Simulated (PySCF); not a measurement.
C5H12S2, SMILES CSCCCSC. Atoms are numbered in the order given.

```xyz
19

C     -4.0117     0.0000     0.6656
S     -2.7274     0.0000    -0.5987
C     -1.2604     0.0000     0.4668
C      0.0000     0.0000    -0.3832
C      1.2604     0.0000     0.4668
S      2.7274     0.0000    -0.5987
C      4.0117     0.0000     0.6656
H     -3.9562    -0.8990     1.2988
H     -3.9562     0.8990     1.2988
H     -4.9783     0.0000     0.1430
H     -1.2853     0.8906     1.1182
H     -1.2853    -0.8906     1.1182
H      0.0000    -0.8838    -1.0427
H      0.0000     0.8838    -1.0427
H      1.2853     0.8906     1.1182
H      1.2853    -0.8906     1.1182
H      3.9562    -0.8990     1.2988
H      3.9562     0.8990     1.2988
H      4.9783     0.0000     0.1430
```

Coordinates come from a PBE0-D3(BJ)/def2-SVP optimisation. One conformer was computed; it need not be the lowest.

These are PBE/pcSseg-1 run with PySCF values and carry that method's errors.

GIAO shieldings, no solvent; atoms alike by connectivity are averaged. δ = σ(ref) − σ: ¹³C against TMS (σ = 182.0 ppm); ³³S against H2S (σ = 706.5 ppm); ¹H against TMS (σ = 31.49 ppm), references at their B3LYP-D3(BJ)/def2-TZVP geometries, non-relativistic.

```csv
nucleus,atoms,count,δ (ppm)
¹³C,"C3, C5",2,46.1
¹³C,C4,1,32.2
¹³C,"C1, C7",2,24.3
³³S,"S2, S6",2,178.3
¹H,"H11, H12, H15, H16",4,2.61
¹H,"H8, H9, H10, H17, H18, H19",6,2.31
¹H,"H13, H14",2,1.92
```
